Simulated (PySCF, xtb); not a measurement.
H₅NO₃Si, SMILES N[Si](O)(O)O. The values are those of a single conformer.

Harmonic wavenumbers (cm⁻¹) from GFN2-xTB (xtb 6.7.1) at its own minimum, in rising order: 133, 188, 207, 240, 270, 273, 302, 306, 311, 661, 761, 815, 836, 840, 842, 927, 932, 974, 1537, 3488, 3516, 3683, 3707, 3713.

Question: What does PBE-D3(BJ)/def2-SVP (PySCF) give at its own minimum? (Estimate from the structure and the level; the computed values follow.)

Answer: 130, 214, 232, 253, 289, 324, 343, 358, 394, 413, 723, 779, 810, 818, 837, 886, 959, 972, 1486, 3504, 3603, 3763, 3766, 3772. Paired by order, the mean absolute difference is 46 cm⁻¹ and the zero-point energies are 42.1 and 42.4 kcal/mol.
